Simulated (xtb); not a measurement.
xtb input (GFN2-xTB):

```bash
xtb mol.xyz --gfn 2 --ohess tight --chrg -1 --uhf 0
```
mol.xyz:
```
4

C      1.61543587    -0.02133005    -0.27318295
C      0.43003873     0.18170857    -0.11910376
O     -0.87972587     0.29341388    -0.04160929
H     -1.27598282    -0.45282660     0.44550024
```

End of the output:

```
optimized geometry written to: xtbopt.xyz

           -------------------------------------------------
          | TOTAL ENERGY               -8.877579090750 Eh   |
          | TOTAL ENTHALPY             -8.854348770929 Eh   |
          | TOTAL FREE ENERGY          -8.882228722777 Eh   |
          | GRADIENT NORM               0.000128757909 Eh/α |
          | HOMO-LUMO GAP               6.607716344571 eV   |
           -------------------------------------------------

------------------------------------------------------------------------
------------------------------------------------------------------------
 total:
 SCF:
 ANC optimizer:
 analytical hessian:
```

It need not be the lowest isomer of its formula. Whether it binds its extra electron was not tested at this geometry.
